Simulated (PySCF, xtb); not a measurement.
Cl₂H₂HfS₂, SMILES [SH][Hf]([SH])([Cl])[Cl], multiplicity 1. Other conformers were not sampled.

Harmonic wavenumbers (cm⁻¹) from GFN2-xTB run with xtb 6.7.1 at its own minimum, in rising order: 34, 64, 108, 112, 149, 228, 234, 288, 290, 311, 315, 538, 561, 2431, 2465.

### Question
What does PBE-D3(BJ)/def2-SVP (PySCF) give at its own minimum? (Estimate from the structure and the level; the computed values follow.)

### Answer
69, 83, 86, 91, 95, 149, 213, 342, 353, 366, 379, 476, 501, 2577, 2583. Paired by order, the mean absolute difference is 58 cm⁻¹ and the zero-point energies are 11.6 and 12.0 kcal/mol.
